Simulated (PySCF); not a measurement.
# Steps of a relaxation of [Sm(CH3)2]+

[Sm(CH3)2]+ (singlet in the valence; each metal's 4f electrons, 5 of them, lie in its core potential, out of spins and levels). PySCF 2.14.0, RKS PBE0, Sm lcecp-1-SVP with ECP51, C def2-SVP, H def2-SVP; non-relativistic Hamiltonian with scalar-relativistic core potentials where named; density fitting; no spin-orbit coupling. Origin of the start: displaced along the imaginary mode. Columns: position (Å) and force (eV/Å). Energies are counted from the last step; some of the 5 steps are shown. Forces carry noise of the integration grid, about 0.01 to 0.03 eV/Å.

Run from Python with OMP_NUM_THREADS=2. Where DIIS fails, smearing, a level shift and second-order steps follow.
It took 17 s on 2 threads of Arm Neoverse V1 (shared host), from the converged density of the start.

```xyz
9
step 0  E = 0.062 eV
Sm    0.0000    0.0000   -0.2573     0.00    0.00    0.03
C     1.7474    0.0174    1.2432     0.43    0.02    0.48
H     2.7504   -0.2155    0.7762    -0.63    0.16    0.37
H     1.8280    1.0258    1.7552     0.00   -0.72   -0.32
H     1.5494   -0.7434    2.0595     0.20    0.55   -0.54
C    -1.7474   -0.0174    1.2432    -0.43   -0.02    0.48
H    -2.7504    0.2155    0.7762     0.63   -0.16    0.37
H    -1.8280   -1.0258    1.7552     0.00    0.72   -0.32
H    -1.5494    0.7434    2.0595    -0.20   -0.55   -0.54
```

```xyz
9
step 1  E = 0.000 eV
Sm    0.0000    0.0000   -0.2597     0.00    0.00    0.07
C     1.7489    0.0178    1.2425     0.00    0.00    0.00
H     2.7358   -0.2104    0.7964    -0.01    0.00    0.00
H     1.8374    0.9994    1.7491    -0.01    0.01   -0.02
H     1.5649   -0.7209    2.0472     0.00   -0.01   -0.02
C    -1.7489   -0.0178    1.2425     0.00    0.00    0.00
H    -2.7358    0.2104    0.7964     0.01    0.00    0.00
H    -1.8374   -0.9994    1.7491     0.01   -0.01   -0.02
H    -1.5649    0.7209    2.0472     0.00    0.01   -0.02
```

```xyz
9
step 3  E = 0.000 eV
Sm    0.0000    0.0000   -0.2552     0.00    0.00    0.03
C     1.7490    0.0190    1.2441     0.00    0.00   -0.01
H     2.7337   -0.2147    0.7966     0.00    0.00    0.00
H     1.8397    1.0044    1.7427     0.00    0.00    0.00
H     1.5632   -0.7180    2.0496     0.00    0.01    0.00
C    -1.7490   -0.0190    1.2441     0.00    0.00   -0.01
H    -2.7337    0.2147    0.7966     0.00    0.00    0.00
H    -1.8397   -1.0044    1.7427     0.00    0.00    0.00
H    -1.5632    0.7180    2.0496     0.00   -0.01    0.00
```

Question: Where does the relaxation end?

Answer: It converges at step 4 in C2:
```xyz
9
step 4  E = 0
Sm    0.0000    0.0000   -0.2520
C     1.7496    0.0198    1.2443
H     2.7325   -0.2193    0.7960
H     1.8428    1.0078    1.7372
H     1.5610   -0.7118    2.0539
C    -1.7496   -0.0198    1.2443
H    -2.7325    0.2193    0.7960
H    -1.8428   -1.0078    1.7372
H    -1.5610    0.7118    2.0539
```

Question: How did the contacts change?

Answer: 
```json
{"contact": "Sm1–C2 (CH3)", "start (Å)": "2.303", "end (Å)": "2.302"}
{"contact": "Sm1–C6 (CH3)", "start (Å)": "2.303", "end (Å)": "2.302"}
```


An lcecp potential fixes the number of 4f electrons, so in runs with it no electron can move into or out of that shell.
